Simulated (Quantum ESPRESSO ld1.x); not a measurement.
All-electron atom: As10+ in [Ar] 3d5 (the NIST ground configuration).

Method: Dirac Kohn-Sham, PW91, spin-unpolarised, spherical densities, point nucleus; open shells fill j = l - 1/2 first; computed with ld1.x of Quantum ESPRESSO 7.5.

Energy parts (hartree):
part                     energy
total                 -2221.053
kinetic                2272.745
electron-nucleus      -5144.980
Hartree                 727.029
exchange-correlation    -75.847

Orbitals (lengths in bohr, moments of r in powers of bohr):
| orbital | occ. | eigenvalue (hartree) | <1/r> |
|---|---|---|---|
| 1s1/2 | 2 | -440.1739 | 33.47 |
| 2s1/2 | 2 | -64.2784 | 7.425 |
| 2p1/2 | 2 | -58.4708 | 7.385 |
| 2p3/2 | 4 | -57.1254 | 7.171 |
| 3s1/2 | 2 | -15.5986 | 2.543 |
| 3p1/2 | 2 | -13.6219 | 2.449 |
| 3p3/2 | 4 | -13.4040 | 2.400 |
| 3d3/2 | 4 | -10.0592 | 2.219 |
| 3d5/2 | 1 | -10.0215 | 2.207 |

The highest occupied level is 3d5/2 at -272.70 eV. The density falls to 0.001 e/bohr^3 at r = 1.69 bohr.
